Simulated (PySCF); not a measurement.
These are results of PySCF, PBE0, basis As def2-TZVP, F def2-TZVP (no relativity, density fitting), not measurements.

Each entry is the lowest minimum that a search over a few typed start shapes (and spin states, where more than one is plausible) found, or that minimum re-optimised at the stated level; isomers with ligand–ligand bonds, or fragments after loss of a ligand pair, can lie lower. Open shells are unrestricted.

AsF₂ is a doublet of C2v symmetry with As–F 1.730 Å (×2); F–As–F 96.4°. Its wavenumbers are 270, 689, 720 cm⁻¹.

What changes when one electron is removed, giving AsF₂⁺?

It costs 9.12 eV between the minima (9.14 eV with zero-point energy). AsF₂⁺ is a singlet of C2v symmetry with As–F 1.656 Å (×2); F–As–F 98.4°; wavenumbers 304, 830, 845 cm⁻¹.
